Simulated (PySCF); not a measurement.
## Computed vibrations of Dy(NH2)2

Dy(NH2)2 (singlet in the valence; each metal's 4f electrons, 10 of them, lie in its core potential, out of spins and levels). PySCF 2.14.0, RKS PBE0, Dy lcecp-0-SVP with ECP56, N def2-SVP, H def2-SVP; non-relativistic Hamiltonian with scalar-relativistic core potentials where named; density fitting; no spin-orbit coupling. Central differences of gradients.

```xyz
7

Dy    0.0000    0.0000   -0.1376
N     2.1685    0.0000    0.6649
H     2.7250   -0.7997    0.9761
H     2.7250    0.7997    0.9761
N    -2.1685    0.0000    0.6649
H    -2.7250    0.7997    0.9761
H    -2.7250   -0.7997    0.9761
```

Run from Python with OMP_NUM_THREADS=2. Where DIIS fails, smearing, a level shift and second-order steps follow.
It took 30 s on 2 threads of Arm Neoverse V1, with other jobs on the host.

Question: What are the harmonic wavenumbers and infrared intensities?

Answer: Modes are labelled in C2v; negative numbers are unstable modes, those under 60 cm⁻¹ near the noise; a finer grid moves soft modes by up to 10 cm⁻¹.
```csv
cm⁻¹,km/mol,symmetry
-164,–,b2
-158,–,a2
78,12.9,a1
284,0.0,a2
295,117.4,b2
440,189.9,b1
463,10.6,a1
472,31.6,b1
494,224.2,a1
1536,14.6,b1
1540,7.8,a1
3506,1.0,b1
3507,0.2,a1
3579,0.0,a2
3580,0.8,b2
```

Question: Is this a minimum?

Answer: No: 2 unstable; the lowest moves the atoms so:
```
Dy   0.00 -0.01  0.00
N    0.00  0.07  0.00
H    0.14 -0.02 -0.48
H   -0.14 -0.02  0.48
N    0.00  0.07  0.00
H    0.14 -0.02  0.48
H   -0.14 -0.02 -0.48
```

An lcecp potential fixes the number of 4f electrons, so in runs with it no electron can move into or out of that shell; real Dy(II) is rare or takes another configuration.
